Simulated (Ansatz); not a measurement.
Geometry optimisation, Ansatz 0.2.0, DFT PBE-D3(BJ), scalar-relativistic, plane waves, PAW.

input.yaml

```yaml
crystal:
  lattice:
    - [7.67918, 0.0, 0.0]
    - [0.0, 15.358359, 0.0]
    - [0.0, 0.0, 21.2555]
  atoms:
    - { symbol: H, position: [0.409392, 0.0, 0.0470466] }
    - { symbol: H, position: [0.090608, 0.0, 0.0470466] }
    - { symbol: H, position: [0.909392, 0.0, 0.0470466] }
    - { symbol: H, position: [0.590608, 0.0, 0.0470466] }
    - { symbol: H, position: [0.409392, 0.25, 0.0470466] }
    - { symbol: H, position: [0.090608, 0.25, 0.0470466] }
    - { symbol: H, position: [0.909392, 0.25, 0.0470466] }
    - { symbol: H, position: [0.590608, 0.25, 0.0470466] }
    - { symbol: H, position: [0.409392, 0.5, 0.0470466] }
    - { symbol: H, position: [0.090608, 0.5, 0.0470466] }
    - { symbol: H, position: [0.909392, 0.5, 0.0470466] }
    - { symbol: H, position: [0.590608, 0.5, 0.0470466] }
    - { symbol: H, position: [0.409392, 0.75, 0.0470466] }
    - { symbol: H, position: [0.090608, 0.75, 0.0470466] }
    - { symbol: H, position: [0.909392, 0.75, 0.0470466] }
    - { symbol: H, position: [0.590608, 0.75, 0.0470466] }
    - { symbol: Si, position: [0.25, 0.0, 0.0877655] }
    - { symbol: Si, position: [0.75, 0.0, 0.0877655] }
    - { symbol: Si, position: [0.25, 0.25, 0.0877655] }
    - { symbol: Si, position: [0.75, 0.25, 0.0877655] }
    - { symbol: Si, position: [0.25, 0.5, 0.0877655] }
    - { symbol: Si, position: [0.75, 0.5, 0.0877655] }
    - { symbol: Si, position: [0.25, 0.75, 0.0877655] }
    - { symbol: Si, position: [0.75, 0.75, 0.0877655] }
    - { symbol: Si, position: [0.25, 0.125, 0.1516313] }
    - { symbol: Si, position: [0.75, 0.125, 0.1516313] }
    - { symbol: Si, position: [0.25, 0.375, 0.1516313] }
    - { symbol: Si, position: [0.75, 0.375, 0.1516313] }
    - { symbol: Si, position: [0.25, 0.625, 0.1516313] }
    - { symbol: Si, position: [0.75, 0.625, 0.1516313] }
    - { symbol: Si, position: [0.25, 0.875, 0.1516313] }
    - { symbol: Si, position: [0.75, 0.875, 0.1516313] }
    - { symbol: Si, position: [0.0, 0.125, 0.2154972] }
    - { symbol: Si, position: [0.5, 0.125, 0.2154972] }
    - { symbol: Si, position: [0.0, 0.375, 0.2154972] }
    - { symbol: Si, position: [0.5, 0.375, 0.2154972] }
    - { symbol: Si, position: [0.0, 0.625, 0.2154972] }
    - { symbol: Si, position: [0.5, 0.625, 0.2154972] }
    - { symbol: Si, position: [0.0, 0.875, 0.2154972] }
    - { symbol: Si, position: [0.5, 0.875, 0.2154972] }
    - { symbol: Si, position: [0.0, 0.0, 0.279363] }
    - { symbol: Si, position: [0.5, 0.0, 0.279363] }
    - { symbol: Si, position: [0.0, 0.25, 0.279363] }
    - { symbol: Si, position: [0.5, 0.25, 0.279363] }
    - { symbol: Si, position: [0.0, 0.5, 0.279363] }
    - { symbol: Si, position: [0.5, 0.5, 0.279363] }
    - { symbol: Si, position: [0.0, 0.75, 0.279363] }
    - { symbol: Si, position: [0.5, 0.75, 0.279363] }
    - { symbol: Si, position: [0.25, 0.0484534, 0.3413469] }
    - { symbol: Si, position: [0.75, 0.0484534, 0.3413469] }
    - { symbol: Si, position: [0.25, 0.2015466, 0.3244102] }
    - { symbol: Si, position: [0.75, 0.2015466, 0.3244102] }
    - { symbol: Si, position: [0.25, 0.5484534, 0.3413469] }
    - { symbol: Si, position: [0.75, 0.5484534, 0.3413469] }
    - { symbol: Si, position: [0.25, 0.7015466, 0.3244102] }
    - { symbol: Si, position: [0.75, 0.7015466, 0.3244102] }
    - { symbol: Hf, position: [0.4983764, 0.5540966, 0.5215356] }
    - { symbol: Cl, position: [0.664969, 0.4385413, 0.4851892] }
    - { symbol: Cl, position: [0.6151539, 0.6838912, 0.4851892] }
    - { symbol: Cl, position: [0.2151831, 0.5397347, 0.4851892] }
    - { symbol: Cl, position: [0.4983764, 0.5540966, 0.6306838] }
basis:
  ecutwfc: 420.0
kpoints:
  mp_grid: { grid: [2, 1, 1] }
hamiltonian:
  xc: pbe
  dispersion: d3bj
  pseudopotentials: { kind: paw, azcp: { folder: soft_1 } }
scf:
  occupations: { method: gaussian, width: 0.05 }
  lower_state_search: "off"
relax:
  f_tol: 0.03
  max_steps: 60
  adjacent_minimum: "off"
  constraints:
    - { sites: [0, 1, 2, 3, 4, 5, 6, 7, 8, 9, 10, 11, 12, 13, 14, 15, 16, 17, 18, 19, 20, 21, 22, 23] }
```

Run as:

```bash
$ ansatz run input.yaml --threads 4 --pin off --max-ram 10240MiB --backend cpu --events-out ev --progress --plain --runs-dir out
```

Where does it end, and by what steps?

The forces met the threshold. Limits of this set-up: coarse k mesh, slab without dipole correction, a typed lattice constant that wasn't relaxed here. After 30 steps the energy has fallen by 2.915 eV; Cl59 moved furthest, 3.11 Å. Joined: Si53–Hf57 (4.28 → 2.71 Å), Si55–Cl59 (4.43 → 2.18 Å).

| step | energy less start (eV) | largest force component (eV/Å) | accepted |
| --- | --- | --- | --- |
| 0 | 0.0000 | 1.491 | yes |
| 2 | -1.3705 | 0.483 | yes |
| 4 | -1.5750 | 0.273 | yes |
| 6 | -1.6931 | 0.170 | yes |
| 8 | -1.7975 | 0.220 | yes |
| 10 | -1.9344 | 0.316 | yes |
| 12 | -2.0766 | 0.153 | yes |
| 14 | -2.1806 | 0.211 | yes |
| 16 | -2.2532 | 0.131 | yes |
| 18 | -2.3975 | 0.338 | yes |
| 20 | -2.6586 | 0.457 | yes |
| 22 | -2.8024 | 0.196 | yes |
| 24 | -2.8702 | 0.199 | yes |
| 26 | -2.9048 | 0.095 | yes |
| 28 | -2.9061 | 0.187 | no |
| 30 | -2.9152 | 0.026 | yes |

```xyz
61
Lattice="7.6792 0.0000 0.0000 0.0000 15.3584 0.0000 0.0000 0.0000 21.2555" Properties=species:S:1:pos:R:3
H 3.144 0.000 1.000
H 0.696 0.000 1.000
H 6.983 0.000 1.000
H 4.535 0.000 1.000
H 3.144 3.840 1.000
H 0.696 3.840 1.000
H 6.983 3.840 1.000
H 4.535 3.840 1.000
H 3.144 7.679 1.000
H 0.696 7.679 1.000
H 6.983 7.679 1.000
H 4.535 7.679 1.000
H 3.144 11.519 1.000
H 0.696 11.519 1.000
H 6.983 11.519 1.000
H 4.535 11.519 1.000
Si 1.920 0.000 1.865
Si 5.759 0.000 1.865
Si 1.920 3.840 1.865
Si 5.759 3.840 1.865
Si 1.920 7.679 1.865
Si 5.759 7.679 1.865
Si 1.920 11.519 1.865
Si 5.759 11.519 1.865
Si 1.920 1.923 3.149
Si 5.759 1.923 3.150
Si 1.920 5.755 3.273
Si 5.762 5.747 3.260
Si 1.920 9.604 3.138
Si 5.764 9.600 3.157
Si 1.920 13.436 3.276
Si 5.759 13.435 3.275
Si 0.001 1.851 4.448
Si 3.839 1.852 4.449
Si -0.007 5.764 4.667
Si 3.850 5.763 4.663
Si 0.013 9.551 4.452
Si 3.831 9.558 4.445
Si -0.002 13.465 4.679
Si 3.841 13.465 4.681
Si 0.001 0.090 5.983
Si 3.839 0.090 5.983
Si -0.001 3.750 5.933
Si 3.841 3.752 5.935
Si -0.058 7.754 5.945
Si 3.899 7.758 5.927
Si 0.017 11.433 5.916
Si 3.816 11.433 5.919
Si 1.920 0.478 7.332
Si 5.760 0.474 7.331
Si 1.920 2.694 6.696
Si 5.759 2.686 6.689
Si 1.929 8.231 7.106
Si 5.755 8.186 7.347
Si 1.915 10.592 6.994
Si 5.757 10.414 6.708
Hf 2.108 8.216 9.809
Cl 2.379 5.906 9.757
Cl 1.888 11.007 9.137
Cl 0.074 8.510 10.879
Cl 4.046 8.949 10.873
```

Whether the end is a true minimum wasn't checked by a vibrational analysis.

Time of the run: 7.9 min on 4 threads of Arm Neoverse V2, on a shared host, peak memory 4.5 GiB.
